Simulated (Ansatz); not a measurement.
Geometry optimisation, RKS PBE-D4/STO-3G in Ansatz 0.2.0.

input.yaml

```yaml
crystal:
  periodic: [false, false, false]
  atoms:
    - { symbol: B, position_ang: [1.0934, -2.3394, -0.1907] }
    - { symbol: Si, position_ang: [1.5227, -0.6804, 0.7512] }
    - { symbol: Si, position_ang: [0.0151, 0.9198, 0.2461] }
    - { symbol: C, position_ang: [0.1415, 1.2462, -1.5823] }
    - { symbol: Si, position_ang: [-1.9857, 0.2363, 0.8586] }
    - { symbol: Cl, position_ang: [0.5451, 2.6906, 1.2821] }
    - { symbol: H, position_ang: [1.2639, -2.3118, -1.3636] }
    - { symbol: H, position_ang: [0.135, -2.8692, 0.1714] }
    - { symbol: H, position_ang: [1.5077, -0.917, 2.2416] }
    - { symbol: H, position_ang: [2.8719, -0.2418, 0.3656] }
    - { symbol: H, position_ang: [-0.2093, 0.3032, -2.0958] }
    - { symbol: H, position_ang: [1.1009, 1.571, -1.8692] }
    - { symbol: H, position_ang: [-0.7175, 2.0548, -1.8404] }
    - { symbol: H, position_ang: [-2.3475, -0.9839, 0.1763] }
    - { symbol: H, position_ang: [-2.9694, 1.2728, 0.55] }
    - { symbol: H, position_ang: [-1.9907, 0.0263, 2.3431] }
basis:
  gaussian: { orbitals: STO-3G }
hamiltonian:
  xc: pbe
  dispersion: d4
relax:
  f_tol: 0.02
  max_steps: 50
output:
  orbitals: {}
```

Launched with:

```bash
$ ansatz run input.yaml --threads 1 --pin off --max-ram 2048MiB --backend cpu --events-out ev --progress --plain --runs-dir out
```

Where does it end, and by what steps?

The run converged. Limits of this set-up: minimal basis. After 9 steps the energy has fallen by 0.864 eV; H7 moved furthest, 0.25 Å.

```
step  energy less start (eV)  largest force component (eV/Å)  accepted
   0                  0.0000                           5.391       yes
   1                 -0.7947                           1.025       yes
   2                 -0.8161                           0.885       yes
   3                 -0.8578                           0.170       yes
   4                 -0.8602                           0.057       yes
   5                 -0.8618                           0.056       yes
   6                 -0.8631                           0.055       yes
   7                 -0.8634                           0.022       yes
   8                 -0.8619                           0.132        no
   9                 -0.8635                           0.004       yes
```

```xyz
16
Properties=species:S:1:pos:R:3
B 1.064 -2.297 -0.245
Si 1.590 -0.721 0.760
Si 0.018 0.855 0.256
C 0.063 1.274 -1.586
Si -2.081 0.302 0.916
Cl 0.565 2.655 1.269
H 1.448 -2.484 -1.346
H 0.278 -3.065 0.187
H 1.560 -0.919 2.203
H 2.892 -0.187 0.384
H -0.232 0.396 -2.187
H 1.075 1.577 -1.904
H -0.628 2.099 -1.825
H -2.481 -0.919 0.230
H -3.029 1.353 0.583
H -2.125 0.058 2.349
```

Whether the end is a true minimum wasn't checked by a vibrational analysis.

Time of the run: 57 s on 1 thread of AMD EPYC 7R43 64-Core Processor (Zen 3), with other jobs on the host, peak memory 0.18 GiB.
